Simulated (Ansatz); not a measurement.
AuBrH3N (`[NH3+][Au-][Br]`). Total charge 0; spin multiplicity 1. Au: def2 effective core potential.

```tsv
atom	x (Å)	y (Å)	z (Å)
N1	-0.1606	0.8105	0.3850
Au2	0.2095	-1.0550	-0.5011
Br3	0.6237	-3.1519	-1.4973
H4	-0.7179	0.7073	1.2264
H5	-0.6630	1.4202	-0.2513
H6	0.7082	1.2689	0.6384
```

Task: List the harmonic frequencies (cm⁻¹, unscaled) at PBE0-D4/def2-TZVP in Ansatz. (An estimate is asked.)

Result: Ansatz gave: 114, 114, 258, 438, 676, 676, 1242, 1657, 1657, 3493, 3601, 3601.

Task: Is this a minimum?

Result: Yes, all 12 modes are real.

Task: Give the ideal-gas thermochemistry at 298.15 K and 1 bar (rigid rotor, harmonic oscillator; point group C3v, symmetry number 3).

Result: Zero-point energy 104.8 kJ/mol; H(298) − E = 121.1 kJ/mol; entropy 314.3 J/(mol·K), of which translation 179.7, rotation 94.3, vibration 40.3; G(298) − E = 27.4 kJ/mol.

Task: Rotational constants (cm⁻¹)?

Result: 6.206, 0.03767, 0.03767.
